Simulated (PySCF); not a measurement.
**SMILES CN(C)/C([O-])=C/C=O, [C5H8NO2]-, charge -1**

Cartesian coordinates in Å; atom numbers follow the order of the lines, from 1:
```xyz
16

C    -1.151    1.232    0.828
N    -0.975    0.043    0.057
C    -2.004   -0.944    0.160
C     0.293   -0.375   -0.444
O     0.335   -1.472   -1.021
C     1.396    0.506   -0.238
C     2.677    0.216   -0.756
O     3.713    0.885   -0.639
H    -0.608    2.075    0.377
H    -0.810    1.145    1.884
H    -2.222    1.502    0.851
H    -1.682   -1.798   -0.451
H    -2.976   -0.565   -0.213
H    -2.167   -1.296    1.203
H     1.303    1.426    0.342
H     2.704   -0.748   -1.335
```

Total charge -1.

The calculation used TDDFT CAM-B3LYP/aug-cc-pVDZ excited states, vertical, gas phase (PySCF). Geometry: PBE0-D3(BJ)/def2-SVP.

For a gas-phase anion, states above the detachment energy (about 2.3 eV, taken as minus the energy of the highest occupied orbital) lie in the continuum and depend on the basis. Singlets 5 and 6 lie within 0.01 eV of each other, so their separate moments and overlaps can depend on how they mix.

(1) How strongly do the lowest singlets absorb one photon, and two photons of half the energy?

## Answers

(1) δ for parallel linear polarisation; σ at the peak of a Lorentzian of half width 0.1 eV, single beam; Ω is circular over linear.
| state | E (eV) | f | photon λ (nm) | δ (au) | σ (GM) | Ω | main |
| --- | --- | --- | --- | --- | --- | --- | --- |
| S1 | 3.27 | 0.012 | 758 | 498 | 1.95 | 1.40 | HOMO→LUMO 0.83 |
| S2 | 3.75 | 0.001 | 662 | 393 | 2.02 | 1.33 | HOMO→LUMO+1 0.72, HOMO→LUMO+3 0.11 |
| S3 | 3.87 | 0.022 | 641 | 2000 | 10.94 | 0.14 | HOMO→LUMO+2 0.79 |
| S4 | 3.97 | 0.003 | 624 | 441 | 2.54 | 0.48 | HOMO→LUMO+3 0.53, HOMO→LUMO+4 0.12 |
| S5 | 4.36 | 0.001 | 569 | 55.6 | 0.39 | 1.29 | HOMO→LUMO+5 0.30, HOMO→LUMO+6 0.16 |
| S6 | 4.37 | 0.007 | 568 | 93.6 | 0.65 | 1.38 | HOMO−1→LUMO 0.44, HOMO→LUMO+5 0.15 |

Among these, the strongest one-photon state is S3, the strongest two-photon state S3.
